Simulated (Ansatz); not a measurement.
Calculated with Ansatz (gas phase, PBE0-D4/def2-TZVP geometries, no zero-point term in ΔE). CCSD(T)/CBS is the MP2 limit (def2-TZVPP, def2-QZVPP) plus CCSD(T) − MP2 in def2-TZVPP, frozen cores. This one scheme is used for every species. DFT in def2-TZVPP. B3LYP here is the variant with VWN-RPA as its local correlation; programs differ in this. HSE06 is defined as in plane-wave codes. Each species was taken in one conformer, which may not be the lowest.

Reaction (formal exchange of groups at the Si–S bond): `FC[SiH](F)S` + `C#CCO` → `C#C[SiH](F)CF` + `OCS`

| level | ΔE (kcal/mol) | difference from CCSD(T)/CBS |
| --- | --- | --- |
| LDA (SPW92) | 16.9 | 4.2 |
| B97M-V | 14.4 | 1.7 |
| B3LYP-D4 | 13.5 | 0.8 |
| HSE06-D4 | 15.1 | 2.4 |
| CAM-B3LYP-D4 | 13.7 | 1.0 |
| ωB97X-V | 13.9 | 1.2 |
| ωB97M-V | 13.8 | 1.1 |
| B2PLYP | 12.9 | 0.2 |
| PBE | 14.7 | 2.0 |
| r2SCAN | 14.4 | 1.7 |
| B3LYP | 13.1 | 0.4 |
| r2SCANh | 14.5 | 1.8 |
| MP2/def2-TZVPP | 13.1 | 0.4 |
| SCS-MP2/def2-TZVPP | 12.1 | -0.6 |
| CCSD/def2-TZVPP | 12.7 | 0.0 |
| CCSD(T)/def2-TZVPP | 12.7 | 0.0 |
| CCSD(T)/CBS | 12.7 | 0 |

Largest T1 diagnostic among the species: 0.012.

At CCSD(T), def2-SVP lies +1.6 kcal/mol from the extrapolated value and def2-TZVPP +0.0 kcal/mol. From BLYP to BHLYP (50 % exact exchange), in def2-TZVPP and without D4, ΔE moves by +0.7 kcal/mol.
